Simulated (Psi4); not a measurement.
Noncovalent pair: CH3Cl (SMILES CCl) (first 5 atoms) with CHN (SMILES C#N); geometry from B3LYP-D3(BJ)/def2-TZVP.
(charge 0, multiplicity 1):
| atom | x (Å) | y (Å) | z (Å) |
|---|---|---|---|
| C | 0.5417 | -0.4595 | 1.1003 |
| Cl | -1.0040 | 0.4061 | 1.4187 |
| H | 0.3040 | -1.3928 | 0.5996 |
| H | 1.1536 | 0.1735 | 0.4656 |
| H | 1.0288 | -0.6424 | 2.0528 |
| C | 0.0158 | 0.1116 | 4.6102 |
| N | 1.0245 | -0.4284 | 4.6816 |
| H | -0.9218 | 0.6116 | 4.5208 |

The numbers are results of SAPT0/jun-cc-pV(D+d)Z (Psi4 1.11), not measurements.

Q: Which attractive term is largest, and how does the interaction split up?

A: electrostatics -4.27, exchange 3.85, induction -0.82, dispersion -1.74, total -2.98 kcal/mol; the largest attraction is electrostatics.
